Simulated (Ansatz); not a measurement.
`O[SiH](Cl)[O][GeH3]` and `Cl[SiH2][O][GeH3]` differ in one atom or group.

Ansatz, PBE0-D4/def2-TZVP geometries, multiplicity 1. Each molecule was computed in one conformer, which needn't be the lowest.

Scalar relativity is left out up to krypton.

```
                                          property  `O[SiH](Cl)[O][GeH3]`
               HOMO energy (B3LYP/def2-TZVPP) / eV                  -8.63
    size of the dipole moment (PBE/def2-TZVPP) / D                   1.33
  size of the dipole moment (B3LYP/def2-TZVPP) / D                   1.33
                 LUMO energy (PBE/def2-TZVPP) / eV                  -0.87
               LUMO energy (B3LYP/def2-TZVPP) / eV                  -0.22
size of the dipole moment (ωB97M-V/def2-TZVPP) / D                   1.37
```

(1) What does the change do to each property? (An estimate is asked.)

Results:

(1) Ansatz gave: 
```json
{"property": "HOMO energy (B3LYP/def2-TZVPP) / eV", "`Cl[SiH2][O][GeH3]`": "-8.37", "shift": "0.26"}
{"property": "size of the dipole moment (PBE/def2-TZVPP) / D", "`Cl[SiH2][O][GeH3]`": "1.64", "shift": "0.31"}
{"property": "size of the dipole moment (B3LYP/def2-TZVPP) / D", "`Cl[SiH2][O][GeH3]`": "1.68", "shift": "0.35"}
{"property": "LUMO energy (PBE/def2-TZVPP) / eV", "`Cl[SiH2][O][GeH3]`": "-1.09", "shift": "-0.22"}
{"property": "LUMO energy (B3LYP/def2-TZVPP) / eV", "`Cl[SiH2][O][GeH3]`": "-0.43", "shift": "-0.21"}
{"property": "size of the dipole moment (ωB97M-V/def2-TZVPP) / D", "`Cl[SiH2][O][GeH3]`": "1.71", "shift": "0.34"}
```

With PBE0 the HOMO rises by 0.31 eV and the LUMO falls by 0.23 eV, so the gap narrows by about 0.54 eV. PBE moves the HOMO by 0.23 eV and ωB97M-V by 0.34 eV. Dipoles are sizes alone; their direction can turn.

B3LYP here is the variant with VWN-RPA as its local correlation; programs differ in this.
